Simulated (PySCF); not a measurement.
ECD: `InChI=1S/CH10GeN2Si3/c3-1-2(5)7(4)6/h2,7H,4H2,5-6H3/t2-,7-/m1/s1`

Molfile (atoms numbered from 1):
```
CH10GeN2Si3
     RDKit          3D

 17 16  0  0  0  0  0  0  0  0999 V2000
   -0.8122   -0.7050    3.5638 N   0  0  0  0  0  0  0  0  0  0  0  0
   -0.8663   -0.1905    2.5389 C   0  0  0  0  0  0  0  0  0  0  0  0
   -0.9091    0.6240    0.8040 Ge  0  0  2  0  0  4  0  0  0  0  0  0
   -2.8247   -0.2636   -0.2401 Si  0  0  0  0  0  4  0  0  0  0  0  0
    1.3544    0.5319    0.0767 Si  0  0  2  0  0  4  0  0  0  0  0  0
    1.3745    1.6661   -1.2291 N   0  0  0  0  0  0  0  0  0  0  0  0
    1.9510   -1.5346   -0.7793 Si  0  0  0  0  0  4  0  0  0  0  0  0
   -1.2460    2.0444    1.2806 H   0  0  0  0  0  0  0  0  0  0  0  0
   -2.7083   -1.7201   -0.3317 H   0  0  0  0  0  0  0  0  0  0  0  0
   -2.9312    0.2785   -1.5964 H   0  0  0  0  0  0  0  0  0  0  0  0
   -4.0475    0.0734    0.4892 H   0  0  0  0  0  0  0  0  0  0  0  0
    2.1975    0.9540    1.2206 H   0  0  0  0  0  0  0  0  0  0  0  0
    0.9902    2.5864   -1.0781 H   0  0  0  0  0  0  0  0  0  0  0  0
    2.2018    1.7428   -1.7986 H   0  0  0  0  0  0  0  0  0  0  0  0
    1.1289   -1.9299   -1.9281 H   0  0  0  0  0  0  0  0  0  0  0  0
    3.3427   -1.5676   -1.2380 H   0  0  0  0  0  0  0  0  0  0  0  0
    1.7973   -2.5783    0.2357 H   0  0  0  0  0  0  0  0  0  0  0  0
  1  2  3  0
  2  3  1  0
  3  4  1  0
  3  5  1  0
  5  6  1  0
  5  7  1  0
  3  8  1  1
  4  9  1  0
  4 10  1  0
  4 11  1  0
  5 12  1  1
  6 13  1  0
  6 14  1  0
  7 15  1  0
  7 16  1  0
  7 17  1  0
M  END
```

Theory: TDDFT PBE0/def2-SVPD circular dichroism and optical rotation, one conformer, gas phase in PySCF. Geometry: GFN2-xTB.

The molecule is flexible and this is one conformer; a measurement averages over conformers. The calculation is non-relativistic, which matters for the atoms heavier than Zn.

(1) What are the CIP labels of the stereocentres?

(2) List the lowest 16 singlet excitations with oscillator and rotatory strengths.

## Answers

(1) Ge3 R, Si5 R.

(2) Rotatory strengths R in 10⁻⁴⁰ esu² cm², velocity form and length form (origin at the centre of mass); f in length form.
| state | E (eV) | λ (nm) | f | R (velocity) | R (length) | main |
| --- | --- | --- | --- | --- | --- | --- |
| 1 | 5.39 | 230 | 0.009 | -39.7 | -39.8 | HOMO→LUMO 0.95 |
| 2 | 6.02 | 206 | 0.025 | +21.7 | +21.2 | HOMO−1→LUMO 0.49, HOMO→LUMO+1 0.46 |
| 3 | 6.13 | 202 | 0.197 | +119.0 | +117.1 | HOMO−1→LUMO 0.42, HOMO→LUMO+1 0.39 |
| 4 | 6.26 | 198 | 0.005 | +27.9 | +27.7 | HOMO→LUMO+2 0.84, HOMO→LUMO+1 0.10 |
| 5 | 6.47 | 192 | 0.007 | -10.4 | -10.4 | HOMO−2→LUMO 0.72, HOMO−1→LUMO+1 0.22 |
| 6 | 6.57 | 189 | 0.044 | +4.7 | +4.7 | HOMO−1→LUMO+1 0.58, HOMO−2→LUMO 0.22 |
| 7 | 6.73 | 184 | 0.011 | -18.1 | -18.3 | HOMO→LUMO+3 0.87 |
| 8 | 6.81 | 182 | 0.074 | -30.2 | -28.9 | HOMO−1→LUMO+2 0.78, HOMO→LUMO+4 0.09 |
| 9 | 6.90 | 180 | 0.028 | -7.6 | -7.4 | HOMO→LUMO+4 0.68 |
| 10 | 6.96 | 178 | 0.043 | -5.7 | -5.8 | HOMO−2→LUMO+1 0.55, HOMO→LUMO+5 0.14 |
| 11 | 7.04 | 176 | 0.062 | -19.7 | -18.4 | HOMO→LUMO+5 0.62, HOMO−2→LUMO+3 0.09 |
| 12 | 7.08 | 175 | 0.093 | +4.4 | +5.0 | HOMO−1→LUMO+3 0.44, HOMO−2→LUMO+3 0.13 |
| 13 | 7.15 | 173 | 0.044 | +25.5 | +25.1 | HOMO−2→LUMO+2 0.29, HOMO−1→LUMO+3 0.19 |
| 14 | 7.20 | 172 | 0.005 | -3.1 | -3.2 | HOMO−1→LUMO+4 0.28, HOMO−1→LUMO+5 0.17 |
| 15 | 7.24 | 171 | 0.035 | -47.7 | -45.9 | HOMO−3→LUMO 0.77 |
| 16 | 7.32 | 169 | 0.066 | +0.7 | +0.7 | HOMO−1→LUMO+4 0.49, HOMO→LUMO+6 0.36 |

Among the states computed, the strongest CD band (largest |R|) is state 3. The largest dissymmetry factor in size, g = 4R/(D+G), with D and G the electric and magnetic dipole strengths, is +0.05 for state 4 (velocity form, f = 0.005), among bands with |R| over 0.5. The mirror image has the same energies and oscillator strengths and all R with the opposite sign.
